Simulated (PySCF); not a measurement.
# How methods differ on the ionisation energy of Sb⁺

Sb⁺ [Kr] 4d10 5s2 5p2 [5p1/2^2, M_J = 0] → Sb²⁺ [Kr] 4d10 5s2 5p1 [5p1/2^1, M_J = 1/2], as a difference of total energies. Calculation: PySCF 2.14, in x2c-TZVPPall-2c (8s9p5d2f, 74 functions); the two-component X2C-1e Hamiltonian. Correlated levels: [Ar] 3d10 frozen; the 6 highest virtual spinors dropped. "Screened" scales the spin-orbit matrix elements by Boettger's factors to mimic the two-electron term; Breit and QED terms are absent.

```json
{"method": "GHF (spin-free)", "ionisation energy (eV)": "15.917", "error (eV)": "-0.709"}
{"method": "GMP2 (spin-free)", "ionisation energy (eV)": "16.520", "error (eV)": "-0.106"}
{"method": "GHF (screened spin-orbit)", "ionisation energy (eV)": "15.309", "error (eV)": "-1.317"}
{"method": "GMP2 (screened spin-orbit)", "ionisation energy (eV)": "16.179", "error (eV)": "-0.447"}
```

Reference: 16.626 ± 0.025 eV (measured; NIST Atomic Spectra Database, ionization energies).

The spin-free rows relax to the high-spin LS determinant and lack the spin-orbit shift.

Errors of the correlated levels include the incompleteness of this basis and the frozen core.

The labels give the starting determinants; with spin-orbit coupling the two ends relaxed to ⟨J²⟩ = 0.00, ⟨L²⟩ = 1.35, ⟨S²⟩ = 1.35 and ⟨J²⟩ = 0.77, ⟨L²⟩ = 2.05, ⟨S²⟩ = 0.78.
